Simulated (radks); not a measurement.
Results of a calculation; reference values are marked as such.
Neutral palladium inside a hard spherical wall (all orbitals vanish at R), configuration held at [Kr] 4d10 and not refilled when levels cross. Code: a radial shooting solver on a logarithmic mesh with Libxc functionals. Model: scalar-relativistic Kohn-Sham, LDA (Slater exchange, VWN5 correlation), spin-polarised, spherical densities, finite nucleus; Fermi nuclear charge, rms radius 4.5318 fm. Eigenvalues in eV for spin up, with the zero of energy where the potential of the charges vanishes at infinity; a dash marks a level that is unbound or too diffuse for the functional's potential to be trusted. A positive occupied level is held by the wall or, in an anion where self-interaction has pushed it up, behind a barrier. The pressure on the wall is -dE/dV.

R (bohr),E (hartree),kinetic (hartree),e(3d),e(4s),e(4p),e(4d),"e(5s, empty)","e(5p, empty)",pressure (GPa)
free,-5041.05530,5227.135,-325.95,-85.433,-51.363,-4.310,-3.609,-0.354,0
15,-5041.05530,5227.135,-325.95,-85.432,-51.363,-4.310,-3.609,-0.322,< 0.0001
12,-5041.05529,5227.135,-325.94,-85.431,-51.361,-4.309,-3.606,-0.244,0.000161
10,-5041.05521,5227.136,-325.93,-85.420,-51.351,-4.299,-3.590,-0.081,0.00255
8,-5041.05428,5227.143,-325.85,-85.338,-51.270,-4.226,-3.471,0.405,0.0461
7,-5041.05175,5227.161,-325.69,-85.179,-51.114,-4.085,-3.246,0.996,0.213
6,-5041.04257,5227.218,-325.24,-84.759,-50.703,-3.714,-2.653,2.198,1.08
4,-5040.84993,5228.149,-320.60,-80.555,-46.652,0.082,3.850,11.925,45.6
3.5,-5040.60556,5229.198,-316.77,-77.282,-43.532,3.196,9.745,19.777,140
3,-5040.00089,5231.680,-309.72,-71.590,-38.103,8.982,21.699,34.877,492
